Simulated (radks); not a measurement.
Values are calculated unless marked as measured or tabulated.
Question: The selenium ion Se10+ is in [Ar] 3d6. Code: a radial shooting solver on a logarithmic mesh with Libxc functionals. Model: scalar-relativistic Kohn-Sham, PBEsol, spin-polarised, spherical densities, finite nucleus; Fermi nuclear charge, rms radius of each element as measured or else 0.836 A^(1/3) + 0.57 fm. Open shells are filled with parallel spins first. One electron is removed from 3s, 3p, 2p, 3d in turn, with full relaxation. Which removal costs least, and what does each cost?

Answer: 3d 293.24 eV; 3p 393.01 eV; 3s 454.43 eV; 2p 1711.7 eV. The 3d electron leaves first.
